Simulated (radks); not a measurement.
Values are calculated unless marked as measured or tabulated.
Q: Radial electron density D(r) = 4 pi r^2 rho(r) of an atom or ion with 40 electrons. Code: a radial shooting solver on a logarithmic mesh with Libxc functionals. Model: scalar-relativistic Kohn-Sham, PBEsol, spin-unpolarised, spherical densities, finite nucleus; Fermi nuclear charge, rms radius of each element as measured or else 0.836 A^(1/3) + 0.57 fm.

```
   r/bohr * D(r) (the largest magnitude, 61.6, reaches the edge; | marks zero)
 0.005362 |          *
 0.006193 |            *
 0.007209 |                *
 0.008326 |                   *
 0.009615 |                       *
   0.0111 |                           *
  0.01293 |                               *
  0.01493 |                                   *
  0.01724 |                                       *
  0.01991 |                                          *
    0.023 |                                           *
  0.02677 |                                            *
  0.03092 |                                           *
  0.03571 |                                         *
  0.04124 |                                       *
  0.04801 |                                     *
  0.05544 |                                     *
  0.06403 |                                       *
  0.07395 |                                          *
   0.0854 |                                               *
  0.09942 |                                                    *
   0.1148 |                                                      *
   0.1326 |                                                    *
   0.1531 |                                               *
   0.1783 |                                       *
   0.2059 |                                  *
   0.2378 |                                *
   0.2746 |                                  *
   0.3171 |                                      *
   0.3692 |                                        *
   0.4264 |                                     *
   0.4924 |                              *
   0.5687 |                      *
   0.6621 |              *
   0.7646 |         *
    0.883 |        *
     1.02 |       *
    1.178 |       *
    1.371 |      *
    1.583 |    *
    1.829 |   *
    2.112 | *
    2.459 | *
    2.839 |*
    3.279 |*
    3.787 |*
    4.374 *
    5.092 *
     5.88 *
    6.791 *
    7.843 *
     9.13 *
    10.54 *
    12.18 *
```

What is the nuclear charge?

A: Z = 40. The innermost maximum, from 1s, lies near gamma/Z bohr with gamma = sqrt(1 - (Z/c)^2) = 0.956, here 0.0239 bohr (found: 0.0261), and its height grows with Z. The density is that of neutral zirconium in [Kr] 4d2 5s2; the configuration itself is not fixed sharply by these data, and Z only to a few units. D(r) has 3 maxima, at r = 0.0261, 0.116, 0.366 bohr, and minima at 0.0528, 0.236 bohr, inside which lie 2.05, 11.09 electrons.
